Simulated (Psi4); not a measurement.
CH3O (SMILES C[O-]), charge -1, singlet (typed; the unrestricted solution is spin-contaminated), at a GFN2-xTB geometry (a gas-phase anion, which may not be bound at this level), with bond 5-1 at 1.8 times its length; HF/6-31G* run with Psi4.

Here is a job for Psi4.
```
memory 2 GB

molecule {
-1 1
C    -0.02331881    0.51924115   -0.01539977
O     0.03468978   -0.77243926    0.02290917
H    -1.08639489    0.97405626   -0.04951263
H     0.45655976    1.07094605    0.88097598
H     0.90466854    1.41892388   -1.64788880
}

set {
  basis 6-31g*
  reference uhf
  stability_analysis follow
  scf_type pk
}

energy('scf')
print_variables()
```

Task: What does Psi4 print? Leave out banner, timings and long lists.

Result: 
```
   => Loading Basis Set <=

    Name: 6-31G*
    Role: ORBITAL
    Keyword: BASIS

         ---------------------------------------------------------
                                   SCF
               by Justin Turney, Rob Parrish, Andy Simmonett
                          and Daniel G. A. Smith
                              UHF Reference
         ---------------------------------------------------------

  ==> Geometry <==

    Molecular point group: c1
    Full point group: C1

    Geometry (in Angstrom), charge = -1, multiplicity = 1:

       Center              X                  Y                   Z               Mass
    ------------   -----------------  -----------------  -----------------  -----------------
         C           -0.041115296040     0.604131910369     0.005271226566    12.000000000000
         O            0.016893293960    -0.687548499631     0.043580166566    15.994914619570
         H           -1.104191376040     1.058947020369    -0.028841633434     1.007825032230
         H            0.438763273960     1.155836810369     0.901646976566     1.007825032230
         H            0.886872053960     1.503814640369    -1.627217803434     1.007825032230

  Running in c1 symmetry.

  Rotational constants: A =      3.07219  B =      0.90584  C =      0.80985 [cm^-1]
  Rotational constants: A =  92102.03124  B =  27156.47957  C =  24278.77920 [MHz]
  Nuclear repulsion =   32.894444500807232

  Charge       = -1
  Multiplicity = 1
  Electrons    = 18
  Nalpha       = 9
  Nbeta        = 9

  ==> Algorithm <==

  SCF Algorithm Type is PK.
  DIIS enabled.
  MOM disabled.
  Fractional occupation disabled.
  Guess Type is SAD.
  Energy threshold   = 1.00e-06
  Density threshold  = 1.00e-06
  Integral threshold = 1.00e-12

  ==> Primary Basis <==

  Basis Set: 6-31G*
    Blend: 6-31G*
    Number of shells: 18
    Number of basis functions: 36
    Number of Cartesian functions: 36
    Spherical Harmonics?: false
    Max angular momentum: 2

  ==> Integral Setup <==

  Using in-core PK algorithm.
   Calculation information:
      Number of atoms:                   5
      Number of AO shells:              18
      Number of primitives:             42
      Number of atomic orbitals:        36
      Number of basis functions:        36

      Integral cutoff                 1.00e-12
      Number of threads:                 1

  Performing in-core PK
  Using 444222 doubles for integral storage.
  We computed 14695 shell quartets total.
  Whereas there are 14706 unique shell quartets.

  ==> DiskJK: Disk-Based J/K Matrices <==

    J tasked:                  Yes
    K tasked:                  Yes
    wK tasked:                  No
    Schwarz Cutoff:          1E-12

  Minimum eigenvalue in the overlap matrix is 1.0079936099E-02.
  Reciprocal condition number of the overlap matrix is 1.8277118459E-03.
    Using symmetric orthogonalization.

  ==> Pre-Iterations <==

  SCF Guess: Superposition of Atomic Densities via on-the-fly atomic UHF (no occupation information).

   -------------------------
    Irrep   Nso     Nmo
   -------------------------
     A         36      36
   -------------------------
    Total      36      36
   -------------------------

  ==> Iterations <==

                        Total Energy        Delta E     RMS |[F,P]|

   @UHF iter SAD:  -113.31313428478298   -1.13313e+02   0.00000e+00
   @UHF iter   1:  -114.13469440759241   -8.21560e-01   1.50683e-02 ADIIS/DIIS
   @UHF iter   2:  -114.21167863780983   -7.69842e-02   1.33695e-02 ADIIS/DIIS
   @UHF iter   3:  -114.30110393921048   -8.94253e-02   1.63969e-03 ADIIS/DIIS
   @UHF iter   4:  -114.30322609489666   -2.12216e-03   6.07410e-04 ADIIS/DIIS
   @UHF iter   5:  -114.30365481095089   -4.28716e-04   1.29765e-04 ADIIS/DIIS
   @UHF iter   6:  -114.30368582611153   -3.10152e-05   3.20898e-05 DIIS
   @UHF iter   7:  -114.30368823353272   -2.40742e-06   7.88591e-06 DIIS
   @UHF iter   8:  -114.30368840047629   -1.66944e-07   2.55576e-06 DIIS
   @UHF iter   9:  -114.30368841716546   -1.66892e-08   5.45290e-07 DIIS
  Energy and wave function converged.

    Negative totally symmetric eigenvalue detected: -0.034760
    Wavefunction unstable!
    Lowest UHF->UHF stability eigenvalues:
       A -0.034760

    Rotating orbitals by 0.5 * pi / 2 radians along unstable eigenvector.
    Running SCF again with the rotated orbitals.
   @UHF iter  10:  -113.98935160387859   -1.13989e+02   1.07299e-02 ADIIS/DIIS
   @UHF iter  11:  -114.25849385182401   -2.69142e-01   5.66975e-03 ADIIS/DIIS
   @UHF iter  12:  -114.29320960359313   -3.47158e-02   1.72594e-03 ADIIS/DIIS
   @UHF iter  13:  -114.30206092233377   -8.85132e-03   9.46344e-04 ADIIS/DIIS
   @UHF iter  14:  -114.30378297009739   -1.72205e-03   5.84900e-04 ADIIS/DIIS
   @UHF iter  15:  -114.30538786968435   -1.60490e-03   4.70664e-04 ADIIS/DIIS
   @UHF iter  16:  -114.30729113121757   -1.90326e-03   1.57800e-04 ADIIS/DIIS
   @UHF iter  17:  -114.30752163587218   -2.30505e-04   5.38982e-05 DIIS
   @UHF iter  18:  -114.30753971069508   -1.80748e-05   2.28179e-05 DIIS
   @UHF iter  19:  -114.30754328909408   -3.57840e-06   7.05048e-06 DIIS
   @UHF iter  20:  -114.30754345252889   -1.63435e-07   2.79333e-06 DIIS
   @UHF iter  21:  -114.30754348333591   -3.08070e-08   1.23716e-06 DIIS
   @UHF iter  22:  -114.30754349328572   -9.94982e-09   4.36784e-07 DIIS
    Wavefunction stable under totally symmetric rotations.
    Lowest totally symmetric eigenvalue: 0.055184
    Lowest UHF->UHF stability eigenvalues:
       A 0.055184

    Stability analysis over.

  ==> Post-Iterations <==

   @Spin Contamination Metric:   3.913324714E-01
   @S^2 Expected:                0.000000000E+00
   @S^2 Observed:                3.913324714E-01
   @S   Expected:                0.000000000E+00
   @S   Observed:                0.000000000E+00

    Orbital Energies [Eh]
    ---------------------

    Alpha Occupied:

[...]
    Alpha Virtual:

[...]
    Beta Occupied:

[...]
    Beta Virtual:

[...]
    Final Occupation by Irrep:
              A
    DOCC [     9 ]
    SOCC [     0 ]
    NA   [     9 ]
    NB   [     9 ]

  @UHF Final Energy:  -114.30754349328572

   => Energetics <=

    Nuclear Repulsion Energy =             32.8944445008072321
    One-Electron Energy =                -226.0858503244589883
    Two-Electron Energy =                  78.8838623303660427
    Total Energy =                       -114.3075434932857206

  UHF NO Occupations:
  HONO-2 :    7  A 1.9998066
  HONO-1 :    8  A 1.9978260
  HONO-0 :    9  A 1.7833645
  LUNO+0 :   10  A 0.2166355
  LUNO+1 :   11  A 0.0021740
  LUNO+2 :   12  A 0.0001934
  LUNO+3 :   13  A 0.0000555

Computation Completed

Properties will be evaluated at   0.000000,   0.000000,   0.000000 [a0]

Properties computed using the SCF density matrix

 Multipole Moments:

 ------------------------------------------------------------------------------------
     Multipole            Electronic (a.u.)      Nuclear  (a.u.)        Total (a.u.)
 ------------------------------------------------------------------------------------

 L = 1.  Multiply by 2.5417464519 to convert [e a0] to [Debye]
 Dipole X            :         -0.8532219            0.2076781           -0.6455438
 Dipole Y            :         -3.7327264            3.4827689           -0.2499575
 Dipole Z            :          1.8035103           -0.7070293            1.0964810
 Magnitude           :                                                    1.2967174

 ------------------------------------------------------------------------------------

  Variable Map:
  ----------------------------------------------------------------------------
[...]
  Array Variable Map:
  ----------------------------------------------------------------------------
[...]
[...]
```
